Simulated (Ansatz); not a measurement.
`[OH][Ga]([F])[Cl]` + BH₃ → `[BH2][Ga]([OH])[F]` + HCl  (formal exchange of groups at a Ga–Cl bond)

Calculated with Ansatz (gas phase, PBE0-D4/def2-TZVP geometries, no zero-point term in ΔE). CCSD(T)/CBS adds triple-zeta CCSD(T) − MP2 to the extrapolated MP2 energy (def2 sets, frozen cores). This one scheme is used for every species. DFT in def2-TZVPP. B3LYP here is the variant with VWN-RPA as its local correlation; programs differ in this. For Ga outer-core shells are correlated without core-valence functions, which leaves a few kJ/mol of doubt a bond. Scalar relativity is left out up to krypton. One conformer a species, not always the lowest.

Is it downhill or uphill in electronic energy at CCSD(T)/CBS, and by how much? (An estimate is asked.)

Ansatz gave: Uphill: ΔE = +22.9 kcal/mol.

What do these levels give: B97M-V, r2SCAN0-D4, revPBE, B3LYP, CCSD(T)/def2-SVP, HF/def2-QZVPP? (An estimate is asked.)

Computed: B97M-V 23.6, r2SCAN0-D4 24.8, revPBE 21.0, B3LYP 23.0, CCSD(T)/def2-SVP 26.3, HF/def2-QZVPP 30.0 kcal/mol.

Largest T1 diagnostic among the species: 0.014.

Leaving LDA and LC-ωPBE aside and taking each functional with its dispersion term where it has one, the values, not all of them listed here, spread over 5.0 kcal/mol, from PBE-D4 to BHLYP-D4. LDA lies −1.6 kcal/mol from PBE without D4. At CCSD(T), def2-SVP lies +3.5 kcal/mol from the extrapolated value and def2-TZVPP +1.4 kcal/mol. From BLYP to BHLYP (50 % exact exchange), in def2-TZVPP and without D4, ΔE moves by +4.0 kcal/mol.
